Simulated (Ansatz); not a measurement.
Input for Ansatz (a quantum-chemistry and plane-wave program): R-B2PLYP/def2-TZVPPD on GaH3 (SMILES [GaH3]) with ghost functions. Files ending in .json are basis or fitting sets from the Basis Set Exchange. The run froze 14 orbitals, filled d shells among them.

Ansatz 0.2 input:
```yaml
crystal:
  periodic: [false, false, false]
  atoms:
    - {symbol: Ga, position_ang: [-0.00309405, 0.02588828, 0.25572175]}
    - {symbol: H, position_ang: [-0.00894275, 1.57422169, 0.25287382]}
    - {symbol: H, position_ang: [1.33759315, -0.73686005, 0.11897546]}
    - {symbol: H, position_ang: [-1.34142950, -0.74884788, 0.17076386]}
basis:
  gaussian:
    orbitals: def2-TZVPPD.json
    ghost_atoms:
      - {symbol: C, position_ang: [0.06906504, -0.12248518, 3.41434392]}
      - {symbol: O, position_ang: [0.03967579, -0.06959510, 2.29361488]}
hamiltonian:
  xc: {name: B2PLYP}
magnetization: {spin_polarized: false}
correlation: {electrons: outside_noble_gas}
scf: {lower_state_search: off}
```

The log:

```
WARN ansatz: RAYON_NUM_THREADS=2 ignored (pool sized by the plan → 2); use --threads N
Functional definition: B2PLYP
these checks for a lower state are left out or cut short: stability, starts, cluster_reference, orbital_swaps, neighbouring_geometries, increment
integrals: 0.26 GiB planned
1088 factors; integrals over basis functions are off by at most 1.2e-3 eV
mean field: 0.80 GiB planned
mean field evaluation 1: about -52413.3975 eV, gradient 1.5e1 eV
mean field evaluation 2: about -52413.4064 eV, gradient 1.5e1 eV
mean field evaluation 4: about -52413.7042 eV, gradient 1.4e0 eV
mean field evaluation 8: about -52413.7059 eV, gradient 4.7e-3 eV
mean field -52413.70594010 eV, -1926.1681660129 hartree, gradient 2.7e-6 eV, S^2 0.000000; 0 other end points of the search recorded, 0 dependent functions left out
14 core orbitals not correlated
reference -52413.70608787 eV, -1926.1681714431 hartree; 3, 3 occupied and 165, 165 virtual orbitals, 1088 factors
second order -3.10802201 eV of doubles, -0.00000000 eV of singles
Total energy: -52414.54525381 eV, -1926.1990102227 hartree
Checks for a lower state left out: stability, starts, cluster_reference, orbital_swaps, neighbouring_geometries, increment
```

The run converged.

Cost: roughly 5 core-seconds.
